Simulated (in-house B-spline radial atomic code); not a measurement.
A fraction x of an electron is removed from 4d in Ru IV (Ru3+), starting from [Kr] 4d5 and keeping the highest spin. Level of theory: scalar-relativistic (X2C) AM05, spin-polarised, spherical fractional occupations, Fermi nucleus of rms radius 4.4809 fm; calculated with a radial B-spline atomic code at the basis-set limit.

| x | E(x) - E(0) (eV) | 4d up level (eV) |
| --- | --- | --- |
| 0 | 0.0000 | -38.816 |
| 0.04 | 1.5637 | -39.371 |
| 0.2 | 8.0420 | -41.612 |
| 0.32 | 13.1373 | -43.313 |
| 0.48 | 20.2504 | -45.606 |
| 0.5 | 21.1654 | -45.894 |
| 0.6 | 25.8273 | -47.344 |
| 0.66 | 28.6941 | -48.219 |
| 0.79 | 35.0865 | -50.128 |
| 0.97 | 44.3497 | -52.801 |
| 1 | 45.9404 | -53.250 |

The exact functional would give a straight line between the two integer points. Deviations E(x) - E(0) - x[E(1) - E(0)], in eV: -0.274 at x = 0.04, -1.146 at x = 0.2, -1.564 at x = 0.32, -1.801 at x = 0.48, -1.805 at x = 0.5, -1.737 at x = 0.6, -1.627 at x = 0.66, -1.206 at x = 0.79, -0.212 at x = 0.97.

The curve lies below the straight line by up to 1.805 eV (at x = 0.5): convex, the delocalisation error that favours fractional charges.

(1) How well does Slater's transition state (minus the level at half occupation) give the ionisation energy?

Answers

(1) It gives 45.894 eV against 45.940 eV from the two total energies; NIST lists 45.00 eV, ground level to ground level.
